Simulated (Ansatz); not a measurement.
Computed with Ansatz on PBE0-D4/def2-TZVP structures; ΔE is electronic, products minus reactants. CCSD(T)/CBS is the MP2 limit (def2-TZVPP, def2-QZVPP) plus CCSD(T) − MP2 in def2-TZVPP, frozen cores. This one scheme is used for every species. For Br outer-core shells are correlated without core-valence functions, which leaves a few kJ/mol of doubt a bond. Scalar relativity is left out up to krypton.

`[F][Al]([Br])[Br]` + H₂ → `[F][AlH][Br]` + HBr  (hydrogenolysis of the Al–Br bond)

```
            species  MP2/def2-SVP energy (Eh)
`[F][Al]([Br])[Br]`               -5486.32305
                 H₂                  -1.15525
     `[F][AlH][Br]`               -2914.50189
                HBr               -2572.92615
```

Task: Work out ΔE.

Result: ΔE = (-2914.50189) + (-2572.92615) − (-5486.32305) − (-1.15525) = 0.05026 Eh = +1.37 eV. CCSD(T)/CBS gives +1.40 eV.

Task: What do rigid-rotor, harmonic-oscillator terms from PBE0-D4/def2-TZVP frequencies (298.15 K, 1 bar) make of the CCSD(T)/CBS value? (An estimate is asked.)

Result: Computed: ΔZPE = +0.04 eV, ΔH = +1.41 eV, ΔS = 28 J/(mol·K), ΔG = +1.32 eV.

Largest T1 diagnostic among the species: 0.009.

In def2-TZVPP, CCSD(T) changes the Hartree–Fock value by +0.07 eV (the triples alone add +0.03 eV) and MP2 by +0.18 eV. From BLYP to BHLYP (50 % exact exchange), in def2-TZVPP and without D4, ΔE moves by +0.06 eV.
